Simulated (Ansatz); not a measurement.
All numbers were calculated with Ansatz.

A structure relaxed at PBE0-D4/def2-TZVP, charge 0, multiplicity 1:

```csv
atom,x (Å),y (Å),z (Å)
C1,-0.218,0.970,-1.727
Si2,-0.080,-0.205,-0.286
C3,1.339,-1.403,-0.454
C4,-1.694,-1.040,0.133
Sn5,0.493,1.268,1.762
Cl6,0.724,0.066,3.746
Cl7,2.491,2.449,1.541
Cl8,-1.114,2.892,2.230
H9,0.721,1.502,-1.897
H10,-0.461,0.412,-2.637
H11,-1.005,1.709,-1.563
H12,1.443,-2.023,0.440
H13,2.283,-0.879,-0.619
H14,1.165,-2.065,-1.307
H15,-2.001,-1.687,-0.694
H16,-2.487,-0.308,0.302
H17,-1.600,-1.657,1.029
```

(1) Give its formula and SMILES.

(2) Point group (tolerance 0.08 Å, 0.16 Å for H)?

(3) Summarise the bond lengths by kind.

## Answers

(1) C3H9Cl3SiSn, `C[Si](C)(C)[Sn]([Cl])([Cl])[Cl]`.

(2) C3v.

(3) 3 × C–Si 1.865 Å; 9 × C–H 1.092 to 1.095 Å; 1 × Si–Sn 2.587 Å; 3 × Cl–Sn 2.332 Å.
